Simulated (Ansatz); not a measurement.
`[NH2][Zr]([OH])([F])[Cl]` and `C[N](C)[Zr]([NH2])([F])[Cl]` differ in one atom or group.

Ansatz, PBE0-D4/def2-TZVP geometries, multiplicity 1. Each molecule was computed in one conformer, which needn't be the lowest.

Elements past krypton have def2 core potentials.

```csv
property,`[NH2][Zr]([OH])([F])[Cl]`
HOMO–LUMO gap (PBE/def2-TZVPP) / eV,4.70
size of the dipole moment (ωB97M-V/def2-TZVPP) / D,3.19
HOMO energy (ωB97M-V/def2-TZVPP) / eV,-10.20
HOMO energy (B3LYP/def2-TZVPP) / eV,-7.62
LUMO energy (PBE/def2-TZVPP) / eV,-1.76
HOMO energy (PBE/def2-TZVPP) / eV,-6.47
```

Problem. What does the change do to each property? (Best estimate.)

Solution. Computed: 
| property | `C[N](C)[Zr]([NH2])([F])[Cl]` | shift |
| --- | --- | --- |
| HOMO–LUMO gap (PBE/def2-TZVPP) / eV | 3.87 | -0.83 |
| size of the dipole moment (ωB97M-V/def2-TZVPP) / D | 3.15 | -0.04 |
| HOMO energy (ωB97M-V/def2-TZVPP) / eV | -9.00 | 1.20 |
| HOMO energy (B3LYP/def2-TZVPP) / eV | -6.55 | 1.07 |
| LUMO energy (PBE/def2-TZVPP) / eV | -1.62 | 0.14 |
| HOMO energy (PBE/def2-TZVPP) / eV | -5.50 | 0.97 |

With PBE0 the HOMO rises by 1.11 eV and the LUMO rises by 0.11 eV, so the gap narrows by about 1.00 eV. PBE moves the HOMO by 0.97 eV and ωB97M-V by 1.20 eV. Dipoles are sizes alone; their direction can turn.

Positive LUMOs are unbound, so they and the gaps depend on the basis.

B3LYP here is the variant with VWN-RPA as its local correlation; programs differ in this.
